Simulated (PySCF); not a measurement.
# What a mistake does to a calculation on BCGeH5O

Calculated results; nothing here was measured. They come from PySCF 2.14.0, an open-source quantum chemistry program, on an isolated molecule that a program drew, which may never have been made. The molecule is BCGeH5O (charge 0, singlet), drawn as the SMILES string `B=[C](O)[GeH3]`.

Each row is a Hartree-Fock (HF) and frozen-core CCSD(T) single point in the cc-pVDZ basis, meant for a local HF minimum. Run 1 is clean. Each other run has one planted mistake out of seven kinds, and not every kind appears here: one electron removed, one electron added, multiplicity raised by two, geometry at a saddle point, minimal basis STO-3G, one bond length entered in bohr, all coordinates scaled. The reference is restricted for singlets and unrestricted otherwise, and also for a bond in bohr. Adding or removing an electron swaps singlet and doublet. Electrons count all cores. HOMO and LUMO are orbital energies over both spins, the gradient is its largest component, and the lowest frequency (negative if imaginary) is given only where the gradient is small. Bond lengths are over the 8 bonds as drawn. T1 is the CCSD diagnostic: over 0.02 (restricted) or 0.045 (unrestricted) a single reference is doubtful. Germanium has the cc-pVDZ-PP basis, with a core potential (ECP10MDF) in place of its 10 inner electrons, and its 3s, 3p and 3d shells are frozen in CCSD(T).

Geometry of the clean run:
```xyz
9
BCGeH5O, angstrom
B    -1.2382    1.1269   -0.3824
C    -0.1213    0.4185    0.0316
O     0.1752   -0.9241   -0.0802
Ge    1.2873    1.6088    0.7144
H    -2.0959    1.8638   -0.7019
H     0.4314   -1.2552    0.7687
H     1.6986    1.1349    2.1182
H     0.7558    3.0441    0.8012
H     2.5262    1.5659   -0.1863
```

| run | electrons | basis functions | <S^2> | HOMO (eV) | LUMO (eV) | gradient (hartree/bohr) | lowest frequency (cm^-1) | mean bond (Å) | longest bond (Å) | T1 | HF (hartree) | CCSD(T) (hartree) | mistake |
|---|---|---|---|---|---|---|---|---|---|---|---|---|---|
| 1 | 56 | 90 | 0.000 | -8.63 | 1.94 | 3.3e-05 | 164 | 1.4321 | 1.967 | 0.0146 | -433.60625 | -434.15973 | no fault |
| 2 | 56 | 90 | 0.000 | -8.59 | 1.83 | 1.8e-02 | - | 1.4607 | 2.006 | 0.0150 | -433.60274 | -434.16073 | all coordinates scaled |
| 3 | 56 | 90 | 2.020 | -6.86 | 0.65 | 8.9e-02 | - | 1.4321 | 1.967 | 0.0241 | -433.54846 | -434.07750 | multiplicity raised by two |
| 4 | 57 | 90 | 0.813 | -0.21 | 8.51 | 4.2e-02 | - | 1.4321 | 1.967 | 0.0211 | -433.57302 | -434.14296 | ? |

**Which mistake was planted in run 4, and what did it cost?**

It counts 57 electrons, one more than the clean run, at the same geometry and basis. So the mistake is: one electron added. Subtracting run 1 and multiplying by 627.51 kcal/mol a hartree, the energy moved by 20.9 kcal/mol in HF and 10.5 kcal/mol in CCSD(T).

Cautions from the logs. Run 4: the added electron raises the CCSD(T) energy, so it isn't bound in this basis.
